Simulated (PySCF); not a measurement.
# Correlation energy of Ni (nickel, neutral)

[Ar] 3d7 4s2 5s1, high-spin 5F determinant (an excited configuration). Computed with PySCF 2.14 in x2c-TZVPPall with one added diffuse shell each of s, p, d, f type (7s6p5d3f1g, 80 functions), with the spin-free X2C one-electron Hamiltonian (Gaussian nucleus). Frozen: [Ar]; 10 electrons correlated.

```json
{"level": "CCSD", "correlation energy (mhartree)": "-251.01"}
{"level": "(T)", "correlation energy (mhartree)": "-6.96"}
{"level": "CCSD(T)", "correlation energy (mhartree)": "-257.97"}
```

Diagnostics: T1 = 0.016, D1 = 0.0575, largest double amplitude 0.081.

The outer electron is Rydberg-like, and this basis confines it to a smaller radius and binds it less than a complete one would.

Cost of the coupled-cluster step: about 24 core-seconds, for 10 correlated electrons.

Iterations:

```
CC2 = 0
CCSD nocc = (np.int64(7), np.int64(3)), nmo = (71, 71)
frozen orbitals [[0, 1, 2, 3, 4, 5, 6, 7, 8], [0, 1, 2, 3, 4, 5, 6, 7, 8]]
max_cycle = 100
direct = 0
conv_tol = 1e-08
conv_tol_normt = 1e-06
diis_space = 8
diis_start_cycle = 0
Init t2, MP2 energy = -0.245561913499823
Init E_corr(UCCSD) = -0.245561913500095
cycle = 1  E_corr(UCCSD) = -0.245341927164545  dE = 0.000219986336  norm(t1,t2) = 0.0606259
cycle = 2  E_corr(UCCSD) = -0.249363003705021  dE = -0.00402107654  norm(t1,t2) = 0.0225981
cycle = 3  E_corr(UCCSD) = -0.250661029262053  dE = -0.00129802556  norm(t1,t2) = 0.0107611
cycle = 4  E_corr(UCCSD) = -0.251020078292569  dE = -0.000359049031  norm(t1,t2) = 0.00279871
cycle = 5  E_corr(UCCSD) = -0.250986604078225  dE = 3.34742143e-05  norm(t1,t2) = 0.00174886
cycle = 6  E_corr(UCCSD) = -0.250992602094133  dE = -5.99801591e-06  norm(t1,t2) = 0.00127493
cycle = 7  E_corr(UCCSD) = -0.251019965570102  dE = -2.7363476e-05  norm(t1,t2) = 0.000790277
cycle = 8  E_corr(UCCSD) = -0.251013574447249  dE = 6.39112285e-06  norm(t1,t2) = 0.000358422
cycle = 9  E_corr(UCCSD) = -0.251012632871465  dE = 9.41575785e-07  norm(t1,t2) = 0.000169019
cycle = 10  E_corr(UCCSD) = -0.251012199843355  dE = 4.3302811e-07  norm(t1,t2) = 0.000396388
cycle = 11  E_corr(UCCSD) = -0.251012898897248  dE = -6.99053893e-07  norm(t1,t2) = 8.97542e-05
cycle = 12  E_corr(UCCSD) = -0.251011088742632  dE = 1.81015462e-06  norm(t1,t2) = 2.83365e-05
cycle = 13  E_corr(UCCSD) = -0.25101117821578  dE = -8.94731483e-08  norm(t1,t2) = 1.04976e-05
cycle = 14  E_corr(UCCSD) = -0.251011162144589  dE = 1.60711908e-08  norm(t1,t2) = 4.13969e-06
cycle = 15  E_corr(UCCSD) = -0.251011272073164  dE = -1.09928575e-07  norm(t1,t2) = 1.76002e-06
cycle = 16  E_corr(UCCSD) = -0.251011300612919  dE = -2.85397546e-08  norm(t1,t2) = 8.03528e-07
cycle = 17  E_corr(UCCSD) = -0.251011297799572  dE = 2.81334678e-09  norm(t1,t2) = 5.25263e-07
UCCSD converged
E(UCCSD) = -1519.013259197294  E_corr = -0.2510112977995722
UCCSD(T) correction = -0.00696280452541396
```
